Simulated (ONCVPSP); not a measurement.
u(r) = r·R(r): atom against pseudo-atom (Nb (Z = 41))

Columns: radius, all-electron u(r) and pseudo u(r) of the 4s shell (level -58.46 eV) of niobium in the configuration [Ar] 3d10 4s2 4p6 4d4 5s1; LDA (Perdew-Wang 92), scalar-relativistic, ONCV scheme, ONCVPSP 4.0.1.

| r (bohr) | all-electron | pseudo |
| --- | --- | --- |
| 0.118 | 0.3584 | 0.1337 |
| 0.235 | -0.3165 | 0.2703 |
| 0.353 | -0.5730 | 0.4132 |
| 0.470 | -0.2549 | 0.5569 |
| 0.588 | 0.2346 | 0.6961 |
| 0.705 | 0.6498 | 0.8175 |
| 0.822 | 0.9200 | 0.9107 |
| 0.940 | 1.0519 | 0.9672 |
| 1.058 | 1.0750 | 0.9814 |
| 1.175 | 1.0273 | 0.9551 |
| 1.292 | 0.9391 | 0.8948 |
| 1.410 | 0.8312 | 0.8096 |
| 1.528 | 0.7190 | 0.7110 |
| 1.645 | 0.6122 | 0.6102 |
| 1.763 | 0.5137 | 0.5134 |
| 1.880 | 0.4273 | 0.4272 |
| 1.998 | 0.3520 | 0.3520 |
| 2.115 | 0.2886 | 0.2885 |
| 2.232 | 0.2353 | 0.2353 |
| 2.350 | 0.1907 | 0.1907 |
| 2.468 | 0.1540 | 0.1540 |
| 2.585 | 0.1242 | 0.1242 |
| 2.702 | 0.0999 | 0.0999 |
| 2.820 | 0.0800 | 0.0800 |
| 2.938 | 0.0640 | 0.0640 |
| 3.055 | 0.0512 | 0.0512 |

(1) How many radial nodes do the two functions have?

(2) At about which radius was the pseudo-wave matched?

(3) Is the pseudo-wave norm-conserving?

## Answers

(1) The all-electron 4s function has n − l − 1 = 3 (the table is too coarse to show those close to the nucleus); the pseudo-wave has 0, since the states of the same l below it are removed with the core.

(2) 1.90 bohr. The columns agree to 0.0005 from 1.76 bohr on; several derivatives are matched, so the curves merge somewhat inside the radius.

(3) Yes: the ONCV scheme keeps the norm inside the radius equal to the all-electron one, which fixes the energy derivative of the logarithmic derivative at the level.
